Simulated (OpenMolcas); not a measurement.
Au3+ among 4 point charges of -2 e arranged as a tetrahedron (Td).

```json
{
  "Program": "OpenMolcas",
  "Method": "CASSCF",
  "Basis": "ANO-RCC-VDZP [7s6p4d2f]",
  "Scalar Hamiltonian": "DKH2, point nucleus",
  "Active space": "8 electrons in 5 orbitals (5d)",
  "State averaging": "2S+1 = 3 even, 10 roots; 2S+1 = 1 even, 15 roots",
  "Spin-orbit coupling": "state interaction with AMFI integrals over the reference wave functions"
}
```

All point charges move together. At R = 1.78 Å |10Dq| is 4839 cm-1, and at R = 1.93 Å it is 3647 cm-1.

Q: A third run gives 6526 cm-1. What distance was it run at?

A: With a power law R^-n the two known points give n = -ln(3647 / 4839) / ln(1.93 / 1.78) = 3.50. Then R = 1.78 × (4839 / 6526)^(1/3.50) = 1.634 Å. The run was at 1.61 Å, so the estimate is off by +0.024 Å.

An orbital triplet at a regular site is open to Jahn-Teller coupling, which can distort the site and quench the lowest spin-orbit gaps and is left out. Without dynamic correlation the repulsion within the d shell is too large (B by tens of per cent), so at a given field states of lower spin stand too high. Real 4d8 and 5d8 ions are as a rule square planar and diamagnetic. Point charges carry no covalency, so the field is a model and not that of real ligands. No measured value stands beside these numbers.
